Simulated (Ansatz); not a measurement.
Pulling the pair apart

The pair of Cu⁺ (SMILES [Cu+], atom 1) and Cl⁻ (SMILES [Cl-], atom 2), both closed shells, in one local arrangement (a lower one may exist), relaxed at PBE0-D4/def2-TZVP:

Cu1  (0.000, 0.000, -1.038)
Cl2  (0.000, 0.000, 1.038)
(Å)

Cl⁻ is shifted rigidly along the line between the mean atom positions of the two fragments (negative: closer). Counterpoise interaction energies in kJ/mol. Program: Ansatz 0.2.0. Basis: def2-TZVPPD. Cores are frozen in the correlated methods. The 3s and 3p shells of Cu and Zn are frozen; filled d shells are correlated.

```json
{"shift (Å)": "-0.21", "PBE-D4": "-763.7", "HF": "-566.9", "MP2": "-691.8"}
{"shift (Å)": "-0.10", "PBE-D4": "-792.5", "HF": "-615.5", "MP2": "-720.2"}
{"shift (Å)": "0.00", "PBE-D4": "-799.2", "HF": "-638.6", "MP2": "-727.0"}
{"shift (Å)": "0.10", "PBE-D4": "-792.3", "HF": "-644.9", "MP2": "-720.2"}
{"shift (Å)": "0.25", "PBE-D4": "-769.8", "HF": "-636.2", "MP2": "-697.5"}
{"shift (Å)": "0.52", "PBE-D4": "-713.4", "HF": "-594.0", "MP2": "-638.3"}
{"shift (Å)": "1.04", "PBE-D4": "-612.0", "HF": "-496.3", "MP2": "-524.0"}
```

1 of 8 computed shifts are left out: there CCSD(T) failed or its T1 diagnostic passed 0.035.

(1) What does CCSD(T) give at these shifts? (Judge from chemistry; the value comes from the calculation.)

T1 diagnostic: at most 0.029. The T1 diagnostic is large here, which may signal multireference character or strong orbital relaxation, so CCSD(T) is less sure.

Answers

(1) By the calculation: -668.9, -703.5, -715.2, -712.4, -694.0, -640.4, -532.7 kJ/mol. For zero shift, CCSD(T) at an estimated basis limit (MP2 extrapolated from triple and quadruple zeta, plus CCSD(T) − MP2 in triple zeta) gives -743.7 kJ/mol. These are counterpoise interaction energies, counted from the two frozen fragments.

For scale, one of the runs: CCSD(T)/def2-TZVPPD, 118 basis functions, launched by `ansatz run in.yaml --threads 2 --pin off --events-out ev --progress --plain --max-ram 5222MiB`. Hardware: 2 CPU threads of an AMD EPYC 9R45, shared host. Wall time about 2.4 s.
